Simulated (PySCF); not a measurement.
# SbO₃⁻: umbrella curve

Level of theory: B3LYP in PySCF with Sb def2-SVPD with ECP28, O def2-SVPD; scalar-relativistic core potentials, no spin–orbit coupling; density-fitted integrals.

Rigid scan from the singlet minimum (Sb–O 1.873 Å (×3); O–Sb–O 120.0° (×3)). Coordinate: angle between each bond and the threefold axis, bonds fixed. Energies in kJ/mol from the minimum.

```
angle of the bonds to the threefold axis (°)  E (kJ/mol)  dipole size (D, about the centre of mass)
                                          55       347.8                                       6.61
                                          60       238.0                                       5.91
                                          65       157.5                                       5.13
                                          70        97.5                                       4.25
                                          75        53.5                                       3.29
                                          80        23.6                                       2.24
                                          85         5.9                                       1.14
                                          90         0.0                                       0.00
```
